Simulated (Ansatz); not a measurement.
Born–Oppenheimer molecular dynamics of ClGaH₂O (5 atoms, charge 0, multiplicity 1). It starts from a relaxed structure.

Method: Ansatz 0.2.0, RKS PBE0/def2-SVP.

```
ensemble                      : NVE (velocity Verlet)
time step                     : 0.25 fs
steps asked                   : 500
starting velocities drawn for : 700 K
masses                        : H 2.014 u
seed                          : 949420
```

First frame:

```xyz
5
Properties=species:S:1:pos:R:3
Ga 0.030 -0.068 0.149
H -0.113 0.260 1.652
O 1.610 -0.399 -0.581
H 1.585 -0.592 -1.525
Cl -1.651 -0.153 -1.190
```

Problem. How far do the bonds stretch over the last three quarters of this one trajectory? (Pairs bonded in most of those frames.)

Solution. 
```
   bond  mean (Å)  spread (Å)  shortest  longest
 Ga1–H2     1.549       0.007      1.54     1.56
 Ga1–O3     1.768       0.012      1.75     1.79
Ga1–Cl5     2.155       0.013      2.14     2.18
  O3–H4     0.964       0.008      0.95     0.98
```

Mean temperature of the second half: 323 K. The conserved energy stayed within 0.0083 meV per atom of its start (net change 0.004 meV per atom), so the integration is sound. Over the second half the temperature averaged 0.46 of the 700 K drawn at the start: a run that starts near a minimum puts about half its kinetic energy into the potential. A run of 0.12 ps of so small a system gives no equilibrium averages.

The run took 18 min on 1 thread of Arm Neoverse V1, on a shared host, peak memory 0.14 GiB.
